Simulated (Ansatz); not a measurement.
System: sum formula SiNHCl3, charge 0, multiplicity 2. It need not be the lowest isomer of its formula. 
Structure (B3LYP-D3(BJ)/def2-TZVP (Ansatz, a first-principles code) minimum search):
```
Si
N 1 1.7311
H 2 1.0239 1 112.57
Cl 1 2.0305 2 109.34 3 -180.00
Cl 1 2.0443 2 109.47 3 60.50
Cl 1 2.0443 2 109.47 3 -60.50
```
Charge 0, spin multiplicity 2.

Property: atomisation energy (electronic, to ground-state atoms), in kcal/mol. Cores are frozen in the correlated levels unless marked. UHF or UKS for open shells. Spin-orbit coupling is left out. Non-relativistic. The coupled-cluster limit lacks core correlation, which all-electron functionals hold. Basis-set limits of correlation are two-point, X^-3; Hartree-Fock from the larger set.

| level | program | atomisation energy (kcal/mol) |
|---|---|---|
| r2SCAN/def2-TZVPD | Ansatz | 456.4 |
| r2SCAN-D4/def2-TZVPD | Ansatz + dftd4 | 457.7 |
| B3LYP-D3(BJ)/def2-TZVPD | Ansatz + dftd3 | 447.0 |
| PBE0/STO-3G | Ansatz | 473.1 |
| CCSD/cc-pV(T+d)Z | Ansatz | ? |
| CCSD(T)/CBS(cc-pV(T+d)Z,cc-pV(Q+d)Z) | Ansatz | 453.1 |

**Question.** What belongs in the gaps?

**Answer.** 
- CCSD/cc-pV(T+d)Z, atomisation energy (kcal/mol): 417.9
